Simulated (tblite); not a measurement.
Isomers of C6H10N (doublet state). Method: GFN2-xTB as coded in tblite; computed harmonic values from a numerical Hessian at the method's own geometry, unscaled. This tight-binding method is rough: wavenumbers can miss measured ones by several per cent, in bad cases by 10 to 20. One conformer each. Open shells enter through the occupations alone, without spin polarisation, and single modes of such species can be off by tens of per cent.

Electronic energies: GFN2-xTB at the same geometries; isomer energies are rough at this level and their order can be wrong.

| SMILES | electronic energy, lowest = 0 (kcal/mol) |
| --- | --- |
| CC#C[C@H](C)[CH]N | 37.5 |
| [CH2]CN=C1CCC1 | 24.8 |
| C=C/C=C\CC[NH] | 46.7 |
| C[C@H](N)/C=C1\[CH]C1 | 44.7 |
| [H]/N=C(C)\C=C(/[CH2])C | 12.6 |
| C/C=N/[C]1CCC1 | 0.0 |
| CC#C[C@@H](C)C[NH] | 45.3 |
| C[CH]N=C1CCC1 | 0.0 |

Q: How do GFN2-xTB zero-point energies change the relative energies?

A: 
```csv
SMILES,ZPE (kcal/mol),of it from modes above 1550 cm⁻¹,electronic (kcal/mol),"with ZPE, lowest = 0 (kcal/mol)",lowest mode (cm⁻¹),rings
C/C=N/[C]1CCC1,89.8,44.9,0.0,0.0,71,1
C[CH]N=C1CCC1,89.8,44.8,0.0,0.0,71,1
[H]/N=C(C)\C=C(/[CH2])C,89.0,46.4,12.6,11.8,74,0
[CH2]CN=C1CCC1,89.4,45.7,24.8,24.3,36,1
CC#C[C@H](C)[CH]N,88.8,47.6,37.5,36.4,27,0
C[C@H](N)/C=C1\[CH]C1,89.1,49.1,44.7,44.1,32,1
CC#C[C@@H](C)C[NH],88.1,46.3,45.3,43.6,7,0
C=C/C=C\CC[NH],88.1,48.0,46.7,44.9,3i,0
```

The zero-point energies span 1.7 kcal/mol, from `C=C/C=C\CC[NH]` to `C[CH]N=C1CCC1`. Slightly imaginary modes are left out of the zero-point energy: `C=C/C=C\CC[NH]` 2.7i cm⁻¹. The lowest isomer stays, but the order above it changes.

Q: What do entropy and thermal enthalpy add at 298.15 K and 1 bar (rigid rotor, harmonic oscillator, one conformer each)?

A: 
```tsv
SMILES	point group	symmetry number	S (cal/(mol K))	H − H(0) (kcal/mol)	ZPE + H − H(0) − TS (kcal/mol)
C/C=N/[C]1CCC1	C1	1	88.9	5.63	68.9
C[CH]N=C1CCC1	C1	1	88.7	5.62	69.0
[H]/N=C(C)\C=C(/[CH2])C	C1	1	92.2	6.13	67.6
[CH2]CN=C1CCC1	C1	1	90.0	5.67	68.2
CC#C[C@H](C)[CH]N	C1	1	99.2	6.78	66.0
C[C@H](N)/C=C1\[CH]C1	C1	1	91.5	6.01	67.9
```

S holds R ln(2S + 1) for the spin.

Not tabulated: `CC#C[C@@H](C)C[NH]` (lowest mode only 7 cm⁻¹); `C=C/C=C\CC[NH]` (lowest mode only 3i cm⁻¹).
